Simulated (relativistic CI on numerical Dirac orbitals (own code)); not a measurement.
# d3 in a ligand field

Computed with a parametric ligand-field model of a d^n configuration (Racah B and C, spin-orbit zeta, crystal field), exact diagonalisation.

Field parameters in Wybourne normalisation: Td as Oh with Dq negative (B⁴₀ = 21Dq, B⁴₄ = √(5/14) B⁴₀). The field is a parameter set, without covalency.

B = 780 cm⁻¹, C = 3900 cm⁻¹ (C/B = 5.00), Td, no spin-orbit coupling. Tanabe-Sugano data, E/B above the lowest term (Δ = |10Dq|; b, c mark the second and third term of a kind):

```
 Δ/B   4T1    4T2    4A2  4T1(b)     2E    2T1    2T2
 1.0  0.00   0.81   1.81   15.62  19.33  19.58  19.39
 2.8  0.00   2.31   5.11   16.83  18.70  20.13  19.94
 4.6  0.00   3.87   8.47   18.14  17.38  20.32  20.32
 6.4  0.00   5.46  11.86   19.52  15.84  20.36  20.56
 8.2  0.00   7.09  15.30   20.98  14.21  20.33  20.71
10.0  0.00   8.74  18.74   22.47  12.54  20.28  20.81
11.8  0.00  10.40  22.20   24.01  10.84  20.22  20.86
13.6  0.00  12.10  25.70   25.59   9.11  20.16  20.89
15.4  0.00  13.79  29.19   27.19   7.39  20.10  20.91
17.2  0.00  15.51  32.72   28.82   5.64  20.04  20.91
19.0  0.00  17.23  36.23   30.46   3.90  19.99  20.91
20.8  0.00  18.96  39.75   32.12   2.15  19.94  20.91
```

The ground term stays 4T1.
